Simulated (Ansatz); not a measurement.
# What each rung costs, and what it gives

Saddle point of SiNH3OF2, closed shell (SiNH₃OF₂ ([NH2][Si]([OH])([F])[F]) → SiOF₂ ([O][Si]([F])[F]) + NH₃ (still joined by a long Si–N bond); bonds formed: N2–H4; bonds broken: O3–H4; bonds weakened to dative contacts: Si1–N2), PBE0-D4/def2-TZVP structure:

Si1  (-0.806, 0.223, 0.214)
N2  (0.942, -0.179, -0.137)
O3  (-1.205, -0.642, -1.020)
H4  (0.184, -0.712, -0.955)
F5  (-0.973, 1.794, 0.217)
F6  (-1.143, -0.227, 1.689)
H7  (1.444, -0.799, 0.485)
H8  (1.557, 0.542, -0.492)
(Å)

Barriers are electronic and count from the start structure reached by relaxing down the imaginary mode.

Ansatz 0.2.0; basis: as named in each row; cores frozen in the correlated methods. B3LYP uses VWN-RPA correlation. Extrapolation: Hartree–Fock as exp(−7.88 √X), correlation as X^−2.97.

Times are rough, for one single point on 4 threads of a shared host (Arm Neoverse V1).

The estimate by CCSD(T) at an estimated basis limit (MP2 extrapolated from triple and quadruple zeta, plus CCSD(T) − MP2 in triple zeta) is 1.951 eV.

```
      method       basis  time (s)  barrier (eV)  method less estimate
          HF      STO-3G   under 1         3.567                 1.616
      PBE-D4      STO-3G   under 1         1.382                -0.568
       SPW92    def2-SVP   under 1         1.379                -0.571
      PBE-D4    def2-SVP   under 1         1.512                -0.439
    B3LYP-D4       6-31G   under 1         1.939                -0.012
     PBE0-D4    def2-SVP   under 1         1.767                -0.184
       SPW92  def2-TZVPP   under 1         1.476                -0.475
      PBE-D4  def2-TZVPP         1         1.600                -0.351
     BLYP-D4  def2-TZVPP         1         1.722                -0.228
    BHLYP-D4  def2-TZVPP         2         2.137                 0.186
     PBE0-D4  def2-TZVPP         2         1.822                -0.128
    B3LYP-D4  def2-TZVPP         2         1.890                -0.061
CAM-B3LYP-D4  def2-TZVPP         2         1.937                -0.014
   r2SCAN-D4  def2-TZVPP         2         1.781                -0.170
     CCSD(T)    def2-SVP         3         1.913                -0.037
  RPA on PBE  def2-TZVPP         3         1.888                -0.063
     wB97M-V    def2-SVP         3         1.840                -0.110
      B2PLYP  def2-TZVPP         3         1.888                -0.063
  r2SCAN0-D4  def2-TZVPP         3         1.931                -0.019
    PBE-QIDH  def2-TZVPP         3         1.921                -0.030
      B97M-V  def2-TZVPP         5         1.921                -0.030
     wB97X-V  def2-TZVPP         6         1.919                -0.032
     wB97M-V  def2-TZVPP         6         1.905                -0.046
         MP2  def2-QZVPP        12         1.871                -0.080
     CCSD(T)  def2-TZVPP        75         1.936                -0.015
```

All methods are single points on the PBE0-D4 structures.

T1 diagnostic: at most 0.013.

Labels in which every atom is bracketed show which atoms are joined, not bond orders.
